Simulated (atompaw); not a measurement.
## Before and after: PAW (atompaw) potential for calcium

calcium, PAW, made with atompaw 4.2.0.5 (PBE, scalar-relativistic). Core [Ar], reference 3d0 4s2 4p0. Waves: 4s (bound): rc 3.00 bohr; 4s channel at 0.7 Ry: rc 3.00 bohr; 4p (bound, empty): rc 3.00 bohr; 4p channel at 1.25 Ry: rc 3.00 bohr; 3d (bound, empty): rc 3.00 bohr; 3d channel at 0.8 Ry: rc 3.00 bohr. Local part: bessel scheme, radius 2.95 bohr. Core correction: smooth core density matched at 1.95 bohr. Augmentation charge: sinc compensation charge, radius 2.30 bohr; PAW radius 3.00 bohr; waves and projectors: custom rrkj gramschmidtortho.

All-electron outer shells of the reference configuration (PBE, scalar-relativistic, ld1.x):

| shell | level (eV) | outermost node (bohr) | outermost maximum (bohr) |
| --- | --- | --- | --- |
| 3s | -47.09 | 0.45 | 0.99 |
| 3p | -28.01 | 0.42 | 1.04 |
| 4s | -3.77 | 1.43 | 3.42 |
| 3d | -1.95 | – | 1.27 |
| 4p | -1.40 | 1.63 | 4.39 |

Change: wave 4p channel at 1.25 Ry: rc 3.00 bohr becomes 4p channel at -0.17 Ry: rc 3.00 bohr.

Cutoffs: the cutoffs (Ry, on a coarse ladder) from which the occupation-weighted sum of valence levels, in a spherical-Bessel basis at the reference potential, stays within 10 and 1 mRy of its value at 400 Ry; they do not see the model core or the augmentation charge, which bear on the density cutoff.

Problem. What does the change do?

Solution. Both files are so soft that the ladder of cutoffs tells neither apart; a bound ghost appears in p, which as a rule spoils a file.

```tsv
quantity	base	changed
cutoff, loose	6 Ry	6 Ry
cutoff, tight	6 Ry	6 Ry
bound ghosts	none	p
s: phases at 3.02 bohr within 0.05 rad from the reference energy up to (Ry; the scan ends near 5)	2.5	2.5
p: phases at 3.02 bohr within 0.05 rad from the reference energy up to (Ry; the scan ends near 5)	n/a	2.5
d: phases at 3.02 bohr within 0.05 rad from the reference energy up to (Ry; the scan ends near 5)	1.4	1.4
lowest overlap eigenvalue by channel	s 0.45, p 0.66, d 0.90	s 0.45, p 0.77, d 0.90
```

 A true bound ghost makes a file unfit for plane-wave use even where its test errors are small: the radial tests pick states by their node count and pass the ghost by. The cutoffs see the waves, projectors and local potential, not the compensation charge or the core.
